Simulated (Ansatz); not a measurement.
Consider the cleavage of the Si–Al bond: `[SiH3][AlH][Br]` + `N=C1C[SiH2]1` → `[SiH3]/N=C1\C[SiH2]1` + `[AlH2][Br]`.

Isolated molecules relaxed with PBE0-D4/def2-TZVP in Ansatz; ΔE leaves out vibrations. CCSD(T)/CBS is the MP2 limit (def2-TZVPP, def2-QZVPP) plus CCSD(T) − MP2 in def2-TZVPP, frozen cores. Functionals use def2-TZVPP. For Br outer-core shells are correlated without core-valence functions, which leaves a few kJ/mol of doubt a bond. Scalar relativity is left out up to krypton. Each species was taken in one conformer, which may not be the lowest.

| species | ωB97M-V energy (Eh) |
| --- | --- |
| `[SiH3][AlH][Br]` | -3108.35320 |
| `N=C1C[SiH2]1` | -423.36171 |
| `[SiH3]/N=C1\C[SiH2]1` | -714.05118 |
| `[AlH2][Br]` | -2817.67531 |

**Question.** Work out ΔE.

**Answer.** ΔE = (-714.05118) + (-2817.67531) − (-3108.35320) − (-423.36171) = -0.01158 Eh = -30.4 kJ/mol. CCSD(T)/CBS gives -25.3 kJ/mol.

Largest T1 diagnostic among the species: 0.014.

The D4 term adds −5.0 kJ/mol with B3LYP and −2.8 kJ/mol with PBE0; it sums over pairs of atoms, weighted by their polarisabilities, and B3LYP, whose exchange is more repulsive, gets the larger term. From PBE to PBE0 (25 % exact exchange), in def2-TZVPP and without D4, ΔE moves by −3.6 kJ/mol.

B3LYP here is the variant with VWN-RPA as its local correlation; programs differ in this.
